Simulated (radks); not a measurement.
The numbers below are computed, except where a source is named.
Ni XV, configuration [He] 2s2 2p5 3s2 3p3 (not the ground configuration).

Level of theory: non-relativistic Kohn-Sham, PBE, spin-polarised, spherical densities, point nucleus; open shells are filled with parallel spins first (a radial shooting solver on a logarithmic mesh with Libxc functionals).

Energy parts (eV):
total: -37672.108
kinetic: 37657.990
electron-nucleus: -82794.093
Hartree: 8743.953
exchange-correlation: -1279.959

Orbitals (lengths in bohr, moments of r in powers of bohr; r(max) is where P^2 peaks):
1s up: occ. 1; eigenvalue (eV) -8667.384; r(max) 0.03614
1s down: occ. 1; eigenvalue (eV) -8660.352; r(max) 0.03613
2s up: occ. 1; eigenvalue (eV) -1460.103; r(max) 0.2051
2s down: occ. 1; eigenvalue (eV) -1450.792; r(max) 0.2054
2p up: occ. 3; eigenvalue (eV) -1348.615; r(max) 0.1634
2p down: occ. 2; eigenvalue (eV) -1336.893; r(max) 0.1639
3s up: occ. 1; eigenvalue (eV) -493.7521; r(max) 0.5830
3s down: occ. 1; eigenvalue (eV) -481.9925; r(max) 0.5847
3p up: occ. 3; eigenvalue (eV) -456.5904; r(max) 0.5656
3p down: occ. 0; eigenvalue (eV) -444.7473; r(max) 0.5675

The highest occupied level is 3p up at -456.59 eV. The spin density at the nucleus is -1.593 e/bohr^3 (1s -7.444, 2s 3.777, 3s 2.074), a Fermi contact field of -83.5 T.
